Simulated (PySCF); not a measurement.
**Worked example: oscillator strength and radiative lifetime**

Ge(F)(OH)(NH2)2 (FGeH5N2O), SMILES [NH2][Ge]([NH2])([OH])[F].

The structure is a stationary point at B3LYP-D3(BJ)/def2-SVP. The structure was generated by enumeration, and PubChem lists no compound with its InChIKey, so it may never have been made. The values are those of a single conformer.

PySCF with TDA-M06-2X/def2-SVPD puts the first singlet state with f over 0.02 at 6.90 eV (vertical), with the transition dipole (0.589, -0.024, -0.285) in atomic units.

Problem. Find the oscillator strength, the wavelength and the radiative lifetime that this transition would have in vacuum if emission retraced absorption.

Solution. 
|μ|² = 0.4287 au, so |μ| = 1.66 D. ΔE = 6.90/27.211 = 0.2536 hartree. f = (2/3) ΔE |μ|² = 0.072 (the program prints 0.073).
λ = 1239.84/6.90 = 180 nm; ν = 55652 cm⁻¹.
Einstein's coefficient A = 0.6670 ν² f s⁻¹ (ν in cm⁻¹) = 1.5e8 s⁻¹, so τ = 1/A = 6.7 ns. This state is S1. The figure is the radiative limit of this one transition; relaxation, internal conversion, crossing to triplets and a medium change what is measured.
